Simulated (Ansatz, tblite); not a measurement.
Isomers of HfAg12 (singlet), found by a short tight-binding search and relaxed with r2SCAN-D4/def2-SVP in Ansatz.

In the def2 sets Ag, Hf take a core potential; there is no spin–orbit coupling. The xTB rows come from tblite. HSE06 is defined as in plane-wave codes, on full-range PBE exchange. Correlated methods freeze no core orbitals; core or outer-core shells of Hf, Ag are correlated, in sets that lack core-valence functions. Single mean-field runs in def2-SVP, def2-TZVP are fitted with def2-universal-jkfit.

Run but left out: HF/def2-TZVP, MP2/def2-TZVP (A: restricted singlet, unstable towards broken spin symmetry).

A: The restricted singlet is unstable towards broken spin symmetry in Hartree–Fock (as tested in another run); at PBE-D4/def2-SVP, r2SCAN-D4/def2-TZVP, PBE0-D4/def2-SVP, PBE0-D4/def2-TZVP and others this wasn't settled.

Other spin states weren't relaxed.

A:

```xyz
13

Hf    0.1239   -0.1453    0.1173
Ag    2.9423   -0.0062    0.6596
Ag    1.9566   -0.9371   -1.8149
Ag    1.0726    1.5028    2.1430
Ag    1.8282    1.9872   -0.8185
Ag   -0.6808    2.6126    0.0732
Ag   -1.9541    0.9265    1.8141
Ag    0.5097   -2.9377   -0.4352
Ag   -2.5513    0.3645   -0.8001
Ag   -0.2304   -0.8955    2.8682
Ag   -0.1071    1.0234   -2.4974
Ag   -1.8401   -1.9813    0.8188
Ag   -1.0693   -1.5140   -2.1281
```

B:

```xyz
13

Hf   -0.092   -0.248    0.328
Ag   -0.525   -0.737   -2.595
Ag   -1.964    1.323   -1.383
Ag    1.946   -2.272    0.844
Ag   -2.504   -1.409   -0.660
Ag    2.072   -0.818   -1.507
Ag    0.750    1.597   -1.837
Ag    2.285    1.305    0.435
Ag   -0.310    2.610    0.516
Ag    1.700   -0.296    2.658
Ag   -0.566    1.143    2.858
Ag   -0.116   -2.860   -0.860
Ag   -2.676    0.663    1.204
```

Estimate which lies lowest at each level, and how far above it the others are (kcal/mol).


```csv
level,A,B
GFN1-xTB,1.5,0.0
PBE-D4/def2-SVP,3.7,0.0
PBE-D4/def2-TZVP,4.0,0.0
r2SCAN-D4/def2-TZVP,6.1,0.0
PBE0-D4/def2-SVP,2.3,0.0
PBE0-D4/def2-TZVP,2.7,0.0
HSE06-D4/def2-TZVP,2.9,0.0
RPA@PBE/def2-TZVP,0.0,3.7
```
Point groups (tolerance 0.1 Å): A C3v, B not assigned. Lower isomers may exist.
